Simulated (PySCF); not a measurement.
## Working out the excitation energy of Sn(2+)

Sn(2+) [Kr] 4d10 5s2 (1S) → Sn(2+) [Kr] 4d10 5s1 5p1 (3P). All numbers are calculated (PySCF 2.14, the spin-free X2C one-electron Hamiltonian (Gaussian nucleus), in x2c-TZVPPall). Frozen: [Kr] 4d10. Energies in hartree (1 hartree = 27.21139 eV):

| part | Sn(2+) (lower) | Sn(2+) (upper) |
| --- | --- | --- |
| UHF | -6172.992372 | -6172.784308 |
| CCSD correlation | -0.033917 | -0.003263 |
| (T) | 0.000000 | 0.000000 |

Problem. What does Hartree-Fock give?

Solution. (-6172.784308) − (-6172.992372) = 0.208064 hartree = 5.662 eV.

Problem. What do CCSD and CCSD(T) give?

Solution. The CCSD correlation energies differ by 0.030654 hartree = 0.834 eV and the triples by 0.000000 hartree = 0.000 eV, so CCSD gives 6.496 eV and CCSD(T) 6.496 eV.
